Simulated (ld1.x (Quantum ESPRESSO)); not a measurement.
## Before and after: PAW potential for P (Z = 15)

* Element: P (Z = 15)
* Generator: ld1.x (Quantum ESPRESSO) 7.5
* Type: PAW
* Functional: PBE
* Relativity: scalar-relativistic
* Frozen core: [Ne]
* Valence charge: 5
* Reference configuration: 3s2 3p2.5 (charge +0.5)
* Partial waves: 3s (bound): rcut 1.25, rcutus 1.55 bohr; 3s channel at 0.2 Ry: rcut 1.25, rcutus 1.55 bohr; 3p (bound): rcut 1.25, rcutus 1.70 bohr; 3p channel at 0.1 Ry: rcut 1.25, rcutus 1.70 bohr
* Local potential: all-electron potential smoothed inside 1.65 bohr (lloc = -1)
* Core correction: Bessel-smoothed model core inside 1.10 bohr
* Augmentation charge: PSQ, inside the norm-conserving radii

Change: all radii but the core radius scaled by about 0.85 (s 1.32, p 1.44 bohr, rcut 1.06/1.06); local potential all-electron potential smoothed inside 1.40 bohr (lloc = -1).

Cutoffs: the cutoffs (Ry, on a coarse ladder) from which the occupation-weighted sum of valence levels, in a spherical-Bessel basis at the reference potential, stays within 10 and 1 mRy of its value at 400 Ry; they do not see the model core or the augmentation charge, which bear on the density cutoff. Errors are all-electron minus pseudo energies relative to the spin-unpolarised reference configuration.

Task: Predict the effect on cutoff, ghosts and configuration errors.

Result: The potential gets harder (15 Ry and 25 Ry → 18 Ry and 40 Ry); a bound ghost appears in s, which as a rule spoils a file; of the 7 tests that both files solve, the error grows in 2 and shrinks in 0 by more than 15 % and 0.3 meV (median size 1.8 → 2.2 meV). A smaller radius makes the pseudo-wave follow the all-electron one further in, where it bends more sharply, so more plane waves are needed.

```tsv
quantity	base	changed
cutoff, loose	15 Ry	18 Ry
cutoff, tight	25 Ry	40 Ry
loose cutoff by channel (10 mRy a level)	s 10 Ry, p 10 Ry	s 15 Ry, p 8 Ry
bound ghosts	none	s
error for 3s2 3p3, meV [ΔE -3.77 eV]	+0.2	+0.1
error for 3s2 3p2, meV [ΔE 5.95 eV]	-0.6	-0.7
error for 3s2 3p1, meV [ΔE 25.10 eV]	-7.1	-8.7
error for 3s2 3p0, meV [ΔE 54.84 eV]	-35	-40
error for 3s1 3p3, meV [ΔE 15.08 eV]	-1.8	-2.2
error for 3s2 3p3.3, meV [ΔE -5.08 eV]	+0.2	+0.1
error for 3s1 3p0, meV [ΔE 106.85 eV]	-125	-132
lowest overlap eigenvalue by channel	s 0.46, p 0.78	s 0.59, p 0.76
```

 A true bound ghost makes a file unfit for plane-wave use even where its test errors are small: the radial tests pick states by their node count and pass the ghost by.
